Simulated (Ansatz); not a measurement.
**GeH4 (SMILES [H][Ge]([H])([H])[H]): methods side by side**

GeH4: 5 atoms, total charge 0, spin state singlet. SMILES: `[H][Ge]([H])([H])[H]`. The shape comes from GFN2-xTB, which is rough for such elements, and wasn't checked as a minimum.

Each level gives the electronic atomisation energy (eV). The values are calculated. Electronic energies at fixed atoms, without zero-point motion or spin-orbit coupling.

| level | kind | program | value (eV) | CPU time (all runs) |
| --- | --- | --- | --- | --- |
| BLYP/STO-3G | GGA | Ansatz | 20.15 | 5.1 s |
| PBE0/STO-3G | global hybrid | Ansatz | 19.73 | 3.3 s |
| wB97X/STO-3G | range-separated hybrid | Ansatz | 19.87 | 12 s |
| MP2/STO-3G | perturbation theory | Ansatz | 16.82 | 0.32 s |
| CCSD/STO-3G | coupled cluster or CI | Ansatz | ? | 0.4 s |
| CCSDT(Q)/STO-3G | coupled cluster or CI | Ansatz | 17.23 | 0.8 s |
| CCSDT/STO-3G | coupled cluster or CI | Ansatz | 17.23 | 0.67 s |
| FCI/STO-3G | exact in the basis | Ansatz | 17.23 | 1.3 s |

Estimate the missing values from the other rows.

As computed at these levels: CCSD/STO-3G: 17.21 eV. All-electron rows without a relativistic Hamiltonian named are non-relativistic. The values span 16.82 to 20.15 eV. Spin contamination of the reference (⟨S²⟩ at least 0.1 too high) touches BLYP/STO-3G, PBE0/STO-3G, wB97X/STO-3G. All rows use very small basis sets, so even the best lies far from the true value. In the correlated wave-function rows the outer d shell of Ge is correlated, in sets not made for it. Times are those of the runs behind each value, whatever else they computed, on shared processors of several kinds: orders of magnitude only.
